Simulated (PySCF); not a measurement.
# A small calculation by hand: entropy of an ideal gas

B2H4, SMILES B[BH2-], charge -1, multiplicity 2.

Coordinates come from a r2SCAN-D4/def2-TZVPD optimisation.

r2SCAN-D4/def2-TZVPD (PySCF 2.14.0) gives the harmonic wavenumbers 384, 526, 701, 829, 898, 920, 1149, 1214, 2339, 2358, 2383, 2385 cm⁻¹ and the rotational temperatures 5.7880, 1.0243, 0.8703 K. The molar mass is 25.65 g/mol, the symmetry number 4, the spin multiplicity 2.

Problem. Work out the entropy at 298.15 K and 1 atm in the rigid-rotor, harmonic-oscillator model.

Solution. 
Translation (Sackur–Tetrode at 1 atm): S = R[1.5 ln M + 2.5 ln T − 1.16487] = 149.2 J/(mol K).
Rotation: q = (√π/σ) T^1.5/√(θA θB θC) = 1000, S = R[ln q + 3/2] = 69.9 J/(mol K).
Vibration: with u = 1.4388 ν/T, each mode gives R[u/(e^u − 1) − ln(1 − e^−u)]:
| ν (cm⁻¹) | modes | u | S (J/(mol K)) |
|---|---|---|---|
| 384 | 1 | 1.85 | 4.28 |
| 526 | 1 | 2.54 | 2.49 |
| 701 | 1 | 3.38 | 1.28 |
| 829 | 1 | 4.00 | 0.77 |
| 898 | 1 | 4.33 | 0.59 |
| 920 | 1 | 4.44 | 0.54 |
| 1149 | 1 | 5.54 | 0.21 |
| 1214 | 1 | 5.86 | 0.16 |
The stiffer modes add less than 0.005 each. Sum 10.3 J/(mol K).
Spin: R ln 2 = 5.8 J/(mol K).
Total 235.3 J/(mol K); the program's own thermochemistry gives 235.3. Translation makes up 63 % and vibration 4 %. Anharmonicity, hindered rotation and orbital degeneracy are left out.
